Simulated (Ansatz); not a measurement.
H2B2F, SMILES `B[B-]F` (excited triplet) (charge -1, multiplicity 3). This triplet is an excited state, 0.62 eV above the relaxed singlet at the level frozen-core CCSD(T)/aug-cc-pVTZ // B3LYP-D3(BJ)/def2-TZVPD (Ansatz, a quantum-chemistry and plane-wave program).

Method: frozen-core fic-MRCISD+Q@CASSCF(2e,2o)/aug-cc-pVTZ // B3LYP-D3(BJ)/def2-TZVPD run with Ansatz.

Ansatz 0.2 input:
```yaml
crystal:
  periodic: [false, false, false]
  atoms:
    - { symbol: B, position_ang: [-0.599503, -0.108622, 0.012464] }
    - { symbol: B, position_ang: [1.002525, -0.406437, 0.083103] }
    - { symbol: F, position_ang: [2.047316, 0.461492, -0.05847] }
    - { symbol: H, position_ang: [-1.013007, 1.020114, -0.191385] }
    - { symbol: H, position_ang: [-1.437331, -0.966548, 0.154288] }
basis:
  gaussian: { orbitals: aug-cc-pVTZ }
correlation:
  method: fic_mrcisd_q
  active_space: { window: { electrons: 2, orbitals: 2 } }
total_charge: -1
magnetization:
  spin_polarized: false
  initial_magnetization: 2
```

Output:

```
Functional definition: HF
1079 factors; integrals over basis functions are off by at most 1.2e-3 eV
mean field evaluation 1: about -4077.2271 eV, gradient 3.0e1 eV
mean field evaluation 2: about -4077.2350 eV, gradient 3.0e1 eV
mean field evaluation 4: about -4081.2851 eV, gradient 4.1e0 eV
mean field evaluation 8: about -4081.5302 eV, gradient 1.2e0 eV
mean field evaluation 16: about -4081.5853 eV, gradient 1.8e-1 eV
mean field evaluation 32: about -4081.5786 eV, gradient 5.6e-1 eV
mean field -4081.58682890 eV, -149.9955493631 hartree, gradient 2.8e-6 eV, S^2 2.000000; 2 other end points of the search recorded, 0 dependent functions left out
reference -4081.58682890 eV, -149.9955493631 hartree; 12, 10 occupied and 172, 174 virtual orbitals, 1079 factors
state -4081.58682890 eV, -149.9955493631 hartree
contracted CI cycle   1: correlation 0.00000000 eV, 0.0000000000 hartree, residual 4.51e1 eV
contracted CI cycle   2: correlation -11.46910435 eV, -0.4214818108 hartree, residual 5.62e0 eV
contracted CI cycle   3: correlation -11.72037016 eV, -0.4307156590 hartree, residual 1.21e0 eV
contracted CI cycle   4: correlation -11.73370623 eV, -0.4312057506 hartree, residual 3.13e-1 eV
contracted CI cycle   5: correlation -11.73472047 eV, -0.4312430233 hartree, residual 8.20e-2 eV
contracted CI cycle   6: correlation -11.73479078 eV, -0.4312456070 hartree, residual 2.20e-2 eV
contracted CI cycle   7: correlation -11.73479609 eV, -0.4312458021 hartree, residual 6.65e-3 eV
contracted CI cycle   8: correlation -11.73479657 eV, -0.4312458198 hartree, residual 1.95e-3 eV
state -4081.58682890 eV, -149.9955493631 hartree; corrected -4094.65707343 eV, -150.4758719902 hartree
Total energy: -4094.65707343 eV, -150.4758719902 hartree
```
